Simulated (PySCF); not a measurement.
CH9ClN2Si2, SMILES C[Si@@](N)(Cl)[SiH2]N. Geometry optimised at r2SCAN-D4/def2-SVP. The structure was generated by enumeration; whether it is a known compound was not checked. Other conformers were not sampled.

Q: Give the equilibrium geometry at r2SCAN-D4/def2-SVP (PySCF confirms it by a frequency run) as Cartesian coordinates in Å. (Estimate from the structure and the level; the computed values follow.)

A: One answer among several that fit: 
```xyz
15

C     -1.4275    -1.6207    -0.3085
Si    -0.5607     0.0268    -0.1188
N     -0.9278     0.9711    -1.5232
Cl    -1.2909     0.8794     1.6812
Si     1.7758    -0.0832     0.0691
N      2.5568    -0.8946    -1.2665
H     -2.5136    -1.4764    -0.4346
H     -1.2779    -2.2490     0.5829
H     -1.0460    -2.1617    -1.1895
H     -0.5227     1.9009    -1.6017
H     -1.8875     0.9902    -1.8628
H      2.2944     1.3200     0.1562
H      2.1519    -0.8231     1.3122
H      2.3491    -0.5608    -2.2047
H      2.5466    -1.9112    -1.2638
```
